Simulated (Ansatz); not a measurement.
Born–Oppenheimer molecular dynamics of F4Ti (5 atoms, charge 0, multiplicity 1). It starts from a relaxed structure.

Level of theory: RKS PBE0-D4/def2-SVP (Ansatz 0.2.0).

```json
{"ensemble": "NVE (velocity Verlet)", "time step": "1 fs", "steps asked": "300", "starting velocities drawn for": "300 K", "seed": "226716"}
```

First frame:

```xyz
5
Properties=species:S:1:pos:R:3
Ti 0.000 0.000 0.000
F 0.000 0.000 1.726
F 1.627 0.000 -0.575
F -0.813 1.409 -0.575
F -0.813 -1.409 -0.575
```

Q: How far do the bonds stretch over the last three quarters of this one trajectory? (Pairs bonded in most of those frames.)

A: 
```tsv
bond	mean (Å)	spread (Å)	shortest	longest
Ti1–F2	1.732	0.024	1.68	1.77
Ti1–F3	1.726	0.005	1.72	1.74
Ti1–F4	1.723	0.008	1.71	1.74
Ti1–F5	1.727	0.015	1.70	1.75
```

Mean temperature of the second half: 153 K. The conserved energy stayed within 0.04 meV per atom of its start (net change 0.008 meV per atom), so the integration is sound. Over the second half the temperature averaged 0.51 of the 300 K drawn at the start: a run that starts near a minimum puts about half its kinetic energy into the potential. A run of 0.3 ps of so small a system gives no equilibrium averages.

The run took 22 min on 1 thread of Intel(R) Xeon(R) Platinum 8375C CPU @ 2.90GHz (Ice Lake) (shared host), peak memory 0.2 GiB.
